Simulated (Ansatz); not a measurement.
Consider the cleavage of the Si–As bond: `[SiH3][AsH][SiH3]` + `CC[NH][AlH2]` → `CC[N]([AlH2])[SiH3]` + `[SiH3][AsH2]`.

Computed with Ansatz on PBE0-D4/def2-TZVP structures; ΔE is electronic, products minus reactants. CBS: MP2 limit from def2 TZ/QZ plus the TZ coupled-cluster correction, frozen cores. Functionals use def2-TZVPP. For As outer-core shells are correlated without core-valence functions, which leaves a few kJ/mol of doubt a bond. Scalar relativity is left out up to krypton. Each species was taken in one conformer, which may not be the lowest.

```tsv
level	ΔE (kJ/mol)
BLYP	-2.5
CCSD(T)/def2-TZVPP	-12.3
```

(1) What does CCSD(T)/CBS give? (Estimate.)

Largest T1 diagnostic among the species: 0.012.

Answers

(1) The calculation gave: -9.8 kJ/mol. The listed levels differ from it by 7.3, -2.5 kJ/mol.

At CCSD(T), def2-SVP lies −3.5 kJ/mol from the extrapolated value and def2-TZVPP −2.5 kJ/mol. From PBE to PBE0 (25 % exact exchange), in def2-TZVPP and without D4, ΔE moves by −3.2 kJ/mol. The D4 term adds −4.4 kJ/mol with B3LYP and −2.5 kJ/mol with PBE0; it sums over pairs of atoms, weighted by their polarisabilities, and B3LYP, whose exchange is more repulsive, gets the larger term.

CCSD(T)/CBS has its own doubt, a few kJ/mol and more with outer-core shells, so smaller differences from it don't rank the levels.

B3LYP here is the variant with VWN-RPA as its local correlation; programs differ in this.
